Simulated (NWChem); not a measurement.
CClCuO; SMILES [O+]#[C-]->[Cu][Cl]

```xyz
4

Cu     0.0000     0.0006     0.0000
Cl     0.0000    -2.0851     0.0000
O      0.0000     2.9429     0.0000
C      0.0000     1.8131     0.0000
```
Atoms are numbered in this order, from 1.

Geometry: optimised at PBE0/def2-SVP.

Question: Give the principal values of the shielding tensors (ppm) of Cu1, Cl2, O3, C4 from BHandHLYP/pcSseg-1, GIAO (NWChem), with their diamagnetic and paramagnetic parts as GIAO splits them.

Answer: 
| atom | σ11 | σ22 | σ33 | isotropic | diamagnetic | paramagnetic |
|---|---|---|---|---|---|---|
| Cu1 | 356.5 | 356.5 | 2416.4 | 1043.1 | 2405.8 | -1362.6 |
| Cl2 | 1038.5 | 1038.5 | 1155.9 | 1077.6 | 1148.2 | -70.6 |
| O3 | -292.9 | -292.9 | 413.2 | -57.5 | 400.1 | -457.7 |
| C4 | -141.8 | -141.8 | 284.0 | 0.1 | 256.1 | -256.0 |
